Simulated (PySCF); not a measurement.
PySCF input for C₃H₁₀OSi, SMILES CC(C)(O)[SiH3], IEF-PCM-PBE0/def2-SVP. Coordinates come from a B3LYP-D3(BJ)/def2-SVP optimisation. One conformer was computed; it need not be the lowest.

```python
import numpy as np
from pyscf import gto, scf, dft
from pyscf.solvent import pcm

mol = gto.M(
    atom='''
    C    -0.97161984   -0.61225597    1.26286752
    C    -0.38720548    0.02901024   -0.00000000
    C    -0.97161983   -0.61225597   -1.26286752
    O    -0.63836525    1.43983129   -0.00000000
    Si    1.52813135   -0.06927823    0.00000000
    H    -2.07272244   -0.50656496    1.26625357
    H    -0.74341673   -1.68854078    1.32079843
    H    -0.58341913   -0.12204183    2.16859863
    H    -0.74341672   -1.68854080   -1.32079843
    H    -2.07272242   -0.50656496   -1.26625359
    H    -0.58341911   -0.12204184   -2.16859863
    H    -1.59831361    1.57230775   -0.00000001
    H     2.06956782    0.59422833    1.21930525
    H     1.95404860   -1.50221420    0.00000001
    H     2.06956783    0.59422832   -1.21930523
    ''',
    basis='def2-SVP',
    charge=0,
    spin=0,
    max_memory=1600,
    verbose=3,
)
mf = dft.RKS(mol, xc='pbe0').density_fit(auxbasis='def2-universal-jkfit')
mf.grids.level = 3
mf.conv_tol = 1e-9
mf.max_cycle = 100
mf.kernel()
res = {}
for name, eps in {'water': 78.355, 'ethylethanoate': 5.9867, 'chlorobenzene': 5.6968}.items():
    s = mf.PCM()
    s.with_solvent.method, s.with_solvent.eps, s.with_solvent.lebedev_order = 'IEF-PCM', eps, 29
    s.kernel(mf.make_rdm1())
    res[name] = (s.e_tot, eps, s.dip_moment(), s.mo_energy, s.converged)
    print(f'{name}: electrostatic solvation free energy {(s.e_tot - mf.e_tot) * 627.509474:.3f} kcal/mol')
```

It prints:

```
converged SCF energy = -484.452682251033

WARN: PCM is an experimental feature. It is still in testing.
Features and APIs may be changed in the future.

converged SCF energy = -484.459107246739
Dipole moment(X, Y, Z, Debye): -2.26961, -1.27594, -0.00000
water: electrostatic solvation free energy -4.032 kcal/mol

WARN: PCM is an experimental feature. It is still in testing.
Features and APIs may be changed in the future.

converged SCF energy = -484.457480429128
Dipole moment(X, Y, Z, Debye): -2.11277, -1.18020, -0.00000
ethylethanoate: electrostatic solvation free energy -3.011 kcal/mol

WARN: PCM is an experimental feature. It is still in testing.
Features and APIs may be changed in the future.

converged SCF energy = -484.457402230166
Dipole moment(X, Y, Z, Debye): -2.10542, -1.17583, -0.00000
chlorobenzene: electrostatic solvation free energy -2.962 kcal/mol
```

Self-consistency was reached.
